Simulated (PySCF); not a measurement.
## Vertical excitation energies

Species: GeF₄.
Cartesian coordinates in Å at the PBE0-D3(BJ)/def2-TZVP level; atoms count from 1:
```
atom  x, y, z in Å
F1     1.4701    0.6671    0.6886
Ge2    0.1250   -0.1547    0.0748
F3     0.6212   -1.2306   -1.1324
F4    -0.9668    0.9606   -0.5765
F5    -0.6316   -1.0130    1.3201
```

Method: TDDFT CAM-B3LYP/aug-cc-pVTZ, vertical, gas phase, core orbitals frozen in the response in PySCF 2.14.0, density-fitted response routines. Geometry: PBE0-D3(BJ)/def2-TZVP; no solvent, vibrations or thermal averaging. Relativistic effects, spin–orbit coupling among them, are left out although an element past zinc is present.

**Question.** What does the calculation give for the low-lying excited states?

**Answer.** 

| state | λ (nm) | E (eV) | f | symmetry | main configurations (H = HOMO, L = LUMO) |
| --- | --- | --- | --- | --- | --- |
| S1 | 137.3 | 9.03 | 0.0000 | – | H-2/H-1/H→L (≥91%) |
| S2 | 137.3 | 9.03 | 0.0000 | – | H-2/H-1/H→L (≥83%) |
| S3 | 137.3 | 9.03 | 0.0000 | – | H-2/H-1/H→L (≥85%) |
| S4 | 128.0 | 9.68 | 0.0000 | – | H-6→L (91%) |
| S5 | 128.0 | 9.69 | 0.0003 | – | H-7→L (91%) |
| S6 | 127.2 | 9.75 | 0.161 | T2 | H-3→L (90%) |
| S7 | 127.1 | 9.75 | 0.161 | T2 | H-4→L (90%) |
| S8 | 127.1 | 9.76 | 0.162 | T2 | H-5→L (90%) |

Triplets (Tamm–Dancoff): T1 8.58 eV, H-2/H-1/H→L (≥89%); T2 8.58 eV, H-2/H-1/H→L (≥89%); T3 8.58 eV, H-2/H-1/H→L (≥89%).

The lowest singlet level (S1/S2/S3) lies at 9.03 eV (137 nm, vacuum ultraviolet) and is dark (f under 0.0005). The strongest level in the table is S6/S7/S8 at 9.75 eV (127 nm, f = 0.484 summed). It is the last of those listed, so stronger ones may follow. S1/S2/S3, S4/S5 and S6/S7/S8 lie within about 0.01 eV of each other in each set; the point group Td has degenerate representations, and within a degenerate level the listed configurations can mix freely. Löwdin shares by element: HOMO (one of a set within 0.03 eV) fluorine 92%; LUMO germanium 57%, fluorine 32% or more. Orbital energies (eV): HOMO-3 -14.75, HOMO-2 -14.38, HOMO-1 -14.37, HOMO -14.37, LUMO -1.14, LUMO+1 0.80, LUMO+2 0.80. Weighted by f, the mean energy of these states is 9.75 eV. The listed states span 0.73 eV, and the widest gap between neighbours is 0.65 eV (S3 to S4). Symmetry labels in Td follow from the direction of the transition dipole and are given only for states with f of 0.002 or more. Orbitals of the list HOMO-3 to LUMO+2 that lie within 0.01 eV of each other are written together with a slash and their weights summed (≥ marks a lower bound); for degenerate orbitals outside that list single weights are arbitrary. The window holds the lowest 10 singlets. The highest level found (11.47 eV, f 0.050 so far) is left out, since the window may have cut off a degenerate partner.
